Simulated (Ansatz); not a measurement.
CH₃BZn. Total charge 0; spin multiplicity 1. The bonds changed during the relaxation, so this is another structure than the one it started from.

```
atom   x (Å)   y (Å)   z (Å)
  B1   0.558  -0.317   0.184
  C2  -0.784   0.079   0.243
 Zn3   1.429   0.732  -1.637
  H4   1.514  -0.908   0.562
  H5  -1.332   0.741  -0.413
  H6  -1.384  -0.327   1.061
```

Problem. List the harmonic frequencies (cm⁻¹, unscaled) at PBE0-D4/def2-TZVP in Ansatz. (Estimate.)

Solution. The calculation gave: 155, 265, 332, 633, 644, 782, 846, 1297, 1466, 2738, 3101, 3239.

Problem. Is this a minimum?

Solution. Yes, all 12 modes are real.

Problem. Give the ideal-gas thermochemistry at 298.15 K and 1 bar (rigid rotor, harmonic oscillator; point group Cs, symmetry number 1).

Solution. Zero-point energy 92.7 kJ/mol; H(298) − E = 107.7 kJ/mol; entropy 293.6 J/(mol·K), of which translation 165.1, rotation 100.4, vibration 28.0; G(298) − E = 20.1 kJ/mol.

Problem. And at 400, 500, 600, 800 and 1000 K?

Solution. 
```
T (K)  H − E (kJ/mol)  S (J/mol/K)  G − E (kJ/mol)
  400           115.3        315.4           -10.9
  500           123.5        333.8           -43.4
  600           132.4        350.0           -77.6
  800           151.6        377.5          -150.4
 1000           172.3        400.6          -228.3
```

Problem. Rotational constants (cm⁻¹)?

Solution. 1.228, 0.1277, 0.1157.
